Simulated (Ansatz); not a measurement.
One change: `[CH3][AlH][CH2]Br` becomes `CO[CH2][AlH][CH3]`.

Ansatz, PBE0-D4/def2-TZVP geometries, multiplicity 1. Each molecule was computed in one conformer, which needn't be the lowest.

Scalar relativity is left out up to krypton.

```csv
property,`[CH3][AlH][CH2]Br`
size of the dipole moment (PBE/def2-TZVPP) / D,1.30
HOMO energy (B3LYP/def2-TZVPP) / eV,-7.02
LUMO energy (PBE0/def2-TZVPP) / eV,-1.20
HOMO–LUMO gap (PBE0/def2-TZVPP) / eV,6.05
HOMO–LUMO gap (B3LYP/def2-TZVPP) / eV,5.59
size of the dipole moment (B3LYP/def2-TZVPP) / D,1.42
```

**Question.** What does the change do to each property? (An estimate is asked.)

**Answer.** Ansatz gave: 
```
                                        property  `CO[CH2][AlH][CH3]`  shift
  size of the dipole moment (PBE/def2-TZVPP) / D                 0.78  -0.52
             HOMO energy (B3LYP/def2-TZVPP) / eV                -6.32   0.70
              LUMO energy (PBE0/def2-TZVPP) / eV                -0.97   0.23
            HOMO–LUMO gap (PBE0/def2-TZVPP) / eV                 5.55  -0.50
           HOMO–LUMO gap (B3LYP/def2-TZVPP) / eV                 5.13  -0.46
size of the dipole moment (B3LYP/def2-TZVPP) / D                 0.87  -0.55
```

With PBE0 the HOMO rises by 0.72 eV and the LUMO rises by 0.23 eV, so the gap narrows by about 0.49 eV. PBE moves the HOMO by 0.86 eV and ωB97M-V by 0.64 eV. Dipoles are sizes alone; their direction can turn.

B3LYP here is the variant with VWN-RPA as its local correlation; programs differ in this.

Spin–orbit coupling is left out; it splits and shifts lone-pair levels of the heavy atoms by tenths of an eV.
